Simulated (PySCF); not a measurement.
**Zr₂Cl⁺: double against triple zeta**

Base calculation in PySCF with density fitting and no spin–orbit coupling, B3LYP/def2-SVP (scalar-relativistic core potentials): triplet, C2v, Cl–Zr 2.507 Å (×2), Zr–Zr 2.312 Å; Cl–Zr–Zr 62.5° (×2), Zr–Cl–Zr 54.9°; wavenumbers 197, 294, 363 cm⁻¹; dipole moment about the centre of mass 3.56 D, polar-tensor charge of Cl -0.33 e.

Task: What changes on going to B3LYP/def2-TZVP (scalar-relativistic core potentials)?

Result: The point group stays the same. Changes: mean bond to Cl -0.015 Å, highest wavenumber +1 cm⁻¹, lowest wavenumber +6 cm⁻¹, dipole moment about the centre of mass -0.16 D, polar-tensor charge of Cl +0.02 e. The new structure has Cl–Zr 2.492 Å (×2), Zr–Zr 2.318 Å; Cl–Zr–Zr 62.3° (×2), Zr–Cl–Zr 55.4°, with wavenumbers 203, 283, 364 cm⁻¹. The larger basis shortens the bonds, as added polarisation functions usually do.

Open d or f shells are single determinants, so the state found may not be the ground state. Each species is the lowest minimum found with this bonding; other isomers or fragments can lie lower.
